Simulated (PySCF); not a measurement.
A calculated (M06-L, PySCF 2.14, aug-cc-pVDZ, the non-relativistic Hamiltonian (point nucleus)) atom or ion has these occupied shells.

```json
{"shell": "1s α", "electrons": "1", "orbital energy (eV)": "-6973.7", "rms radius, mean of both spins (bohr)": "0.0685"}
{"shell": "1s β", "electrons": "1", "orbital energy (eV)": "-6973.6", "rms radius, mean of both spins (bohr)": "0.0685"}
{"shell": "2s α", "electrons": "1", "orbital energy (eV)": "-835.50", "rms radius, mean of both spins (bohr)": "0.292"}
{"shell": "2s β", "electrons": "1", "orbital energy (eV)": "-832.74", "rms radius, mean of both spins (bohr)": "0.292"}
{"shell": "2p α", "electrons": "3", "orbital energy (eV)": "-720.45", "rms radius, mean of both spins (bohr)": "0.262"}
{"shell": "2p β", "electrons": "3", "orbital energy (eV)": "-718.43", "rms radius, mean of both spins (bohr)": "0.262"}
{"shell": "3s α", "electrons": "1", "orbital energy (eV)": "-116.36", "rms radius, mean of both spins (bohr)": "0.879"}
{"shell": "3s β", "electrons": "1", "orbital energy (eV)": "-109.68", "rms radius, mean of both spins (bohr)": "0.879"}
{"shell": "3p α", "electrons": "3", "orbital energy (eV)": "-82.092", "rms radius, mean of both spins (bohr)": "0.937"}
{"shell": "3p β", "electrons": "3", "orbital energy (eV)": "-75.734", "rms radius, mean of both spins (bohr)": "0.937"}
{"shell": "3d α", "electrons": "5", "orbital energy (eV)": "-27.393", "rms radius, mean of both spins (bohr)": "1.19"}
{"shell": "3d β", "electrons": "1", "orbital energy (eV)": "-23.207", "rms radius, mean of both spins (bohr)": "1.19"}
```

Task: Name the element and its charge.

Result: Fe(2+) (iron, charge +2), in [Ar] 3d6, high-spin 5D determinant.
